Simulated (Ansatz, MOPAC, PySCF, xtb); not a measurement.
Isomers of CH2N2. All species are isolated molecules in the gas phase. Strings in code marks are SMILES.

Quantity: electronic energy of isomers of CH2N2 relative to `N#CN`, in eV. Semi-empirical values (MOPAC) are differences of heats of formation.

Level 1: frozen-core CCSD(T)/6-31g // B3LYP-D3(BJ)/def2-TZVP (Ansatz, a quantum-chemistry and plane-wave program)
Level 2: B3LYP/6-311+G** // B3LYP-D3(BJ)/def2-TZVP (PySCF)
Level 3: GFN2-xTB (xtb)
Level 4: PM3 // B3LYP-D3(BJ)/def2-TZVP (MOPAC)

| species | level 1 | level 2 | level 3 | level 4 |
|---|---|---|---|---|
| `N=C=N` | 0.57 | 0.022 | -0.321 | 0.49 |
